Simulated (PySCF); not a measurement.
Start geometry of `B1SCCS1` from GFN2-xTB (Å):
```
atom  x, y, z in Å
B1     1.7956    0.0504   -0.0634
S2     0.8575   -1.1695   -0.9464
C3    -0.7586   -0.7531   -0.1653
C4    -0.7863    0.7107    0.2084
S5     0.8522    1.2209    0.8768
H6     2.9563    0.0858   -0.0994
H7    -0.8509   -1.3934    0.7134
H8    -1.5434   -1.0004   -0.8781
H9    -0.9720    1.3389   -0.6640
H10   -1.5325    0.9190    0.9731
```

**Question.** What comes out of this run: PySCF 2.14.0, PBE0-D3(BJ)/def2-SVP geometry optimisation, gas phase?

**Answer.** 
```
atom  x, y, z in Å
B1     1.796    0.052   -0.065
S2     0.849   -1.166   -0.966
C3    -0.749   -0.754   -0.167
C4    -0.778    0.712    0.210
S5     0.844    1.216    0.900
H6     2.996    0.086   -0.106
H7    -0.851   -1.396    0.721
H8    -1.560   -1.003   -0.868
H9    -0.975    1.346   -0.669
H10   -1.553    0.916    0.963
```

The energy falls by 0.84 kcal/mol over 4 energy and gradient evaluations, the largest force component goes from 0.0208 to 4.3e-04 Eh/bohr, and the atoms move by 0.020 Å rms after alignment. The bond that changes most is B1–H6 (three-coordinate boron to B–H hydrogen), which lengthens by 0.040 Å. Bonds longer at the end by more than 0.005 Å: 7 of 10; shorter: 2. Rotational constants go from 5635, 3036, 2065 to 5659, 3001, 2055 MHz. The orientation of the end geometry is arbitrary; only internal coordinates are fixed.

The run used 103 basis functions and 25 SCF cycles in all. The run took 14 s wall on one thread of an Arm Neoverse V1 (shared host).

No frequency check. The numbers are those of one conformer.
